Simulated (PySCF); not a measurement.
C₈H₉ (SMILES Cc1c[c]cc(C)c1), doublet, geometry from GFN2-xTB. Base run: TPSS/STO-3G (PySCF).

Input for PySCF:
```python
from pyscf import gto, scf, dft

mol = gto.M(
    atom='''
C     2.53390896   -0.89210378    0.20590525
C     1.21594166   -0.19811550    0.03625603
C     1.18719148    1.16182900   -0.29835815
C    -0.03004495    1.75356138   -0.43084276
C    -1.23074991    1.12998049   -0.26412531
C    -1.21484095   -0.22609908    0.06966145
C    -2.49545641   -0.98387104    0.25333052
C     0.01264273   -0.86205001    0.21284658
H     3.17885006   -0.70440480   -0.65107387
H     3.04337353   -0.52034798    1.09507122
H     2.39572473   -1.96546748    0.31160996
H     2.11104764    1.70257665   -0.44092707
H    -2.16914990    1.65112292   -0.38248307
H    -2.45617114   -1.58588259    1.15972643
H    -3.34404839   -0.30748003    0.31834684
H    -2.65639169   -1.65644859   -0.58971636
H     0.02520938   -1.91245693    0.47140435
''',
    basis='sto-3g',
    spin=1,
    verbose=4,
)

mf = dft.UKS(mol)
mf.xc = 'tpss'
mf.kernel()
mf.analyze()
```

The base run was repeated with changes; each row names its change, and settings that it needs were set with it.

```
change                            ΔE vs base (mEh)  grid points  electrons on the grid
--------------------------------  ----------------  -----------  ---------------------
base                                         0.000       201216               56.99992
grids.radi_method = delley                   0.000       214536               56.99992
grids.atom_grid = (30, 110)                 -2.275        41832               57.00012
small_rho_cutoff = 0                         0.000       201216               56.99992
grids.level = 0                             -107.2        14272               57.00124
grids.prune = off                            0.000       317104               56.99992
grids.level = 1                             -0.237        63688               57.00022
grids.radi_method = mura_knowles             0.000       190632               56.99992
grids.level = 2                              0.001       138016               56.99991
grids.level = 5                             -0.014       555688               57.00000
grids.level = 7                             -0.015      1143472               57.00000
```

Open shells are given as the SCF converged; they aren't shown to be the lowest states, and a large step between rows can be another state.
